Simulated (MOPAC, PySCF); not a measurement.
The same groups moved round the core (butadiene ethynyl). All species are isolated molecules in the gas phase. One relaxed conformer stands for each flexible species; it need not be the lowest. Strings in code marks are SMILES.

Quantity: electronic energy of isomers of C6H6 relative to `C#C/C=C\C=C`, in eV. Semi-empirical values (MOPAC) are differences of heats of formation.

Level 1: ωB97X-D3(BJ)/def2-TZVP // B3LYP-D3(BJ)/def2-TZVP (PySCF)
Level 2: frozen-core MP2/6-31G* // B3LYP-D3(BJ)/def2-TZVP (PySCF)
Level 3: HF/6-31G* // B3LYP-D3(BJ)/def2-TZVP (PySCF)
Level 4: PM6 // B3LYP-D3(BJ)/def2-TZVP (MOPAC)

```
species        level 2  level 3  level 4
-------------  -------  -------  -------
`C#CC(=C)C=C`    0.081    0.086    0.069
`C#C/C=C/C=C`    0.001   -0.011   -0.018
```

Question: What does level 1 give for each?

Answer: 
- `C#CC(=C)C=C`: 0.054
- `C#C/C=C/C=C`: 0.010
